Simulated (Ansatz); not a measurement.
Two isomers of C2H6OSSi: A = `S[SiH]1CCO1`, B = `CC(=S)[SiH2]O`.

Isolated molecules relaxed with PBE0-D4/def2-TZVP in Ansatz; ΔE leaves out vibrations. CCSD(T)/CBS adds triple-zeta CCSD(T) − MP2 to the extrapolated MP2 energy (def2 sets, frozen cores). DFT in def2-TZVPP. B3LYP here is the variant with VWN-RPA as its local correlation; programs differ in this. Each species was taken in one conformer, which may not be the lowest.

Which is lower in electronic energy at CCSD(T)/CBS, and by how much? (Best estimate.)

Computed: A, by 12.0 kcal/mol.

Give E(B) − E(A) in kcal/mol with B3LYP, MP2/def2-TZVPP, B3LYP-D4, ωB97M-V, PBE-D4, B2PLYP, HF/def2-TZVPP. (Best estimate.)

Computed: B3LYP 10.7, MP2/def2-TZVPP 12.6, B3LYP-D4 10.4, ωB97M-V 14.7, PBE-D4 13.2, B2PLYP 11.0, HF/def2-TZVPP 12.9. None reverses the order clearly.

Largest T1 diagnostic: 0.015.

From PBE to PBE0 (25 % exact exchange), in def2-TZVPP and without D4, E(B) − E(A) moves by +2.8 kcal/mol.
